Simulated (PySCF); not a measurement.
**NMR parameters of BH2Ph**

BH2Ph, C6H7B, point group C2v.

Geometry:
```
atom   x (Å)   y (Å)   z (Å)
  B1   1.248   2.066  -0.002
  H2   1.699   2.510   1.029
  H3   1.425   2.671  -1.035
  C4   0.455   0.746   0.001
  C5   0.230   0.033   1.197
  C6  -0.490  -1.156   1.204
  C7  -1.003  -1.660   0.007
  C8  -0.797  -0.977  -1.193
  C9  -0.077   0.212  -1.192
 H10   0.634   0.430   2.132
 H11  -0.655  -1.696   2.140
 H12  -1.570  -2.595   0.010
 H13  -1.202  -1.377  -2.125
 H14   0.086   0.750  -2.130
```

GIAO calculations in PySCF 2.14.0 with density-fitted response routines on the PBE0-D3(BJ)/def2-SVP structure: isolated species, non-relativistic, equivalent atoms averaged; basis pcSseg-1.

Task: Give the isotropic shieldings (ppm) with PBE0, wB97X-D.

Result: 
```
             atoms                         environment   PBE0  wB97X-D
             C5/C9             carbon bonded to 2 C, H   33.9     32.8
                C4             carbon bonded to 2 C, B   37.3     38.3
                C7             carbon bonded to 2 C, H   42.9     42.0
             C6/C8             carbon bonded to 2 C, H   51.2     50.6
                B1              boron bonded to C, 2 H   24.9     28.6
           H10/H14  hydrogen on a carbon bonded to 2 C  23.08    23.20
               H12  hydrogen on a carbon bonded to 2 C  23.53    23.63
           H11/H13  hydrogen on a carbon bonded to 2 C  23.63    23.76
             H2/H3     hydrogen on a boron bonded to C  24.00    24.23
HOMO–LUMO gap (eV)                                   –   5.55     9.07
```

Task: And the chemical shifts, against references computed in the same way?

Result: 
```csv
atoms,"nucleus, reference",PBE0,wB97X-D
C5/C9,"¹³C, TMS",150.5,151.7
C4,"¹³C, TMS",147.1,146.2
C7,"¹³C, TMS",141.5,142.5
C6/C8,"¹³C, TMS",133.2,134.0
B1,"¹¹B, BF3·OEt2",75.9,73.0
H10/H14,"¹H, TMS",8.18,8.18
H12,"¹H, TMS",7.73,7.75
H11/H13,"¹H, TMS",7.64,7.62
H2/H3,"¹H, TMS",7.27,7.15
```

Task: Which part of the shielding of C5/C9 depends on the functional?

Result: Diamagnetic: PBE0 253, wB97X-D 254 ppm; paramagnetic: PBE0 -219, wB97X-D -221 ppm.

Task: What couplings does B3LYP/pcJ-1 (spin–dipole term only in couplings to heteroatoms) give?

Result: ¹J(C5,H10) = 168.7, ¹J(C6,H11) = 167.8, ¹J(C7,H12) = 165.9, ¹J(B1,H2) = 135.0, ¹J(B1,C4) = 68.4, ¹J(C6,C7) = 60.9, ¹J(C5,C6) = 59.5, ¹J(C4,C5) = 52.7, ²J(H2,H3) = 5.2, ²J(B1,C5) = 4.8, ²J(H2,C4) = 4.6, ²J(C4,H10) = 4.5, ²J(C6,H10) = 2.5, ³J(C5,C8) = 8.4 Hz (averaged over equivalent pairs; isotopes ¹³C, ¹H, ¹¹B).
